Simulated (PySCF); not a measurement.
Geometry:
```json
{"atom": "C1", "x (Å)": "-3.318", "y (Å)": "-1.184", "z (Å)": "0.365"}
{"atom": "C2", "x (Å)": "-2.095", "y (Å)": "-0.776", "z (Å)": "0.680"}
{"atom": "C3", "x (Å)": "-0.906", "y (Å)": "-0.959", "z (Å)": "-0.170"}
{"atom": "N4", "x (Å)": "-0.847", "y (Å)": "-1.549", "z (Å)": "-1.286"}
{"atom": "C5", "x (Å)": "0.366", "y (Å)": "-0.348", "z (Å)": "0.354"}
{"atom": "C6", "x (Å)": "0.349", "y (Å)": "1.156", "z (Å)": "0.106"}
{"atom": "S7", "x (Å)": "1.781", "y (Å)": "2.002", "z (Å)": "0.862"}
{"atom": "Si8", "x (Å)": "3.391", "y (Å)": "1.326", "z (Å)": "-0.380"}
{"atom": "H9", "x (Å)": "-3.538", "y (Å)": "-1.682", "z (Å)": "-0.567"}
{"atom": "H10", "x (Å)": "-4.156", "y (Å)": "-1.034", "z (Å)": "1.025"}
{"atom": "H11", "x (Å)": "-1.920", "y (Å)": "-0.278", "z (Å)": "1.624"}
{"atom": "H12", "x (Å)": "-1.728", "y (Å)": "-1.935", "z (Å)": "-1.621"}
{"atom": "H13", "x (Å)": "0.464", "y (Å)": "-0.536", "z (Å)": "1.425"}
{"atom": "H14", "x (Å)": "1.210", "y (Å)": "-0.797", "z (Å)": "-0.170"}
{"atom": "H15", "x (Å)": "-0.527", "y (Å)": "1.619", "z (Å)": "0.561"}
{"atom": "H16", "x (Å)": "0.347", "y (Å)": "1.370", "z (Å)": "-0.962"}
{"atom": "H17", "x (Å)": "3.705", "y (Å)": "-0.063", "z (Å)": "-0.060"}
{"atom": "H18", "x (Å)": "2.937", "y (Å)": "1.451", "z (Å)": "-1.760"}
{"atom": "H19", "x (Å)": "4.473", "y (Å)": "2.227", "z (Å)": "-0.034"}
```

Non-relativistic, one averaged value for each set of equivalent atoms, isolated molecule, single conformer. Shieldings: GIAO PBE0/pcSseg-1; structure optimised with GFN2-xTB; PySCF.

References, each an isolated molecule treated in the same way: TMS for ¹³C.

Task: Do the ¹³C shifts follow the atomic charges (in e)? Tabulate both.

Result: 
```tsv
atoms	hybridisation	δ (ppm)	σ para (ppm)	Hirshfeld	IAO	Mulliken	ESP-fitted
C3	–	174.8	-241	+0.09	+0.18	-0.04	+0.64
C2	–	137.5	-208	-0.05	-0.18	-0.16	-0.51
C1	–	128.4	-195	-0.07	-0.27	-0.10	-0.20
C5	–	50.6	-115	-0.08	-0.27	-0.14	-0.07
C6	–	35.0	-99	-0.06	-0.32	-0.35	-0.19
```

Correlation coefficients of δ with charge over these carbons: Hirshfeld +0.70, IAO +0.78, Mulliken +0.79, ESP-fitted +0.40; with the paramagnetic shielding -1.00. With so few points these coefficients are fragile. Charge is one influence among several: hybridisation and low-lying excitations act through the paramagnetic term.

Shifts are as computed. Against solution values, carbons near 30 ppm lie about +3 ppm off and those near 130 ppm about +5 ppm. Of 1211 compounds with measured shifts, 218 miss one by over three times the rms of a fit or turn the order of signals round; such compounds aren't used in these exercises.
